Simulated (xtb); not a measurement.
xtb input:

```bash
xtb mol.xyz --gfn 2 --ohess tight --chrg -1 --uhf 0
```
mol.xyz:
```
14

Si    -0.28133354    -0.27169045    -0.61440027
C     -0.94131220     1.51459145    -0.96933574
C     -1.22091098    -1.12213510     0.84980561
O      1.30893766    -0.00992276    -0.14823961
Si     2.74840206    -0.39571950     0.39779363
H     -0.24515288    -1.14218136    -1.77126926
H     -1.95655696     1.41243037    -1.34683865
H     -0.36119496     1.95827750    -1.78861686
H     -0.92989492     2.08217578    -0.11701195
H     -0.68352324    -2.05102415     1.07586143
H     -1.17705102    -0.46386200     1.73684321
H     -2.24561385    -1.31449113     0.57015724
H      2.66153735    -1.27802702     1.57203447
H      3.39468872     0.93411692     0.76303042
```

### Question
Predict the final energy.

### Answer
-16.61355 Eh (GFN2-xTB).

It need not be the lowest isomer of its formula. Whether it binds its extra electron was not tested at this geometry.
